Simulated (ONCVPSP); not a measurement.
# Before and after: ONCV potential for phosphorus

P (Z = 15), optimised norm-conserving Vanderbilt (ONCV), made with ONCVPSP 4.0.1 (PBEsol, scalar-relativistic). Core [Ne], reference 3s2 3p3. Waves: 3s: rc 1.15 bohr, ncon 3, nbas 7, qcut 7 1/bohr, 1 projector; 3p: rc 1.65 bohr, ncon 5, nbas 8, qcut 5.5 1/bohr, 2 projectors, debl 2.6 Ha. Local part: polynomial inside 0.75 bohr (lpopt 5, dvloc0 0 Ha). Core correction: polynomial model core, fcfact 0.25.

Change: all radii but the core radius scaled by about 1.29 (s 1.48, p 2.12 bohr); local potential polynomial inside 0.96 bohr (lpopt 5, dvloc0 0 Ha).

Cutoffs: the cutoffs (Ha) at which the residual kinetic energy of the hardest occupied pseudo-wave falls to 1 and 0.1 mHa per electron; they do not see the model core or the augmentation charge, which bear on the density cutoff. Errors are all-electron minus pseudo energies relative to the spin-unpolarised reference configuration.

What does the change do?

The potential gets softer (23 Ha and 95 Ha → 12 Ha and 14 Ha); the bound ghost in s disappears; the lowest positive-energy flag moves from none to s at 28.4 eV; of the 4 tests that both files solve, the error grows in 3 and shrinks in 1 by more than 15 % and 0.3 meV (median size 10.3 → 14.0 meV). A larger radius leaves more room for a smooth pseudo-wave, so fewer plane waves are needed.

```csv
quantity,base,changed
"cutoff, loose",23 Ha,12 Ha
"cutoff, tight",95 Ha,14 Ha
loose cutoff by channel,"s 23 Ha, p 4.6 Ha","s 12 Ha, p 4.8 Ha"
bound ghosts,s,none
GHOST(+) flags under 300 eV,none,s at 28.4 eV
"error for 3s2 3p2, meV [ΔE 9.70 eV]",-1.5,+2.7
"error for 3s2 3p1, meV [ΔE 28.81 eV]",-6.5,+25
"error for 3s2 3p0, meV [ΔE 58.52 eV]",-17,+108
"error for 3s0 3p5, meV [ΔE 17.15 eV]",-14,+1.0
"rms error of d²Exc/dni dnj with the model core, mHa",0.21,0.43
```

Base: The cutoffs count occupied waves only; projector 2 of the p channel, the hardest unoccupied one, needs 67 Ha at the loose tolerance. A true bound ghost makes a file unfit for plane-wave use even where its test errors are small: the radial tests pick states by their node count and pass the ghost by.
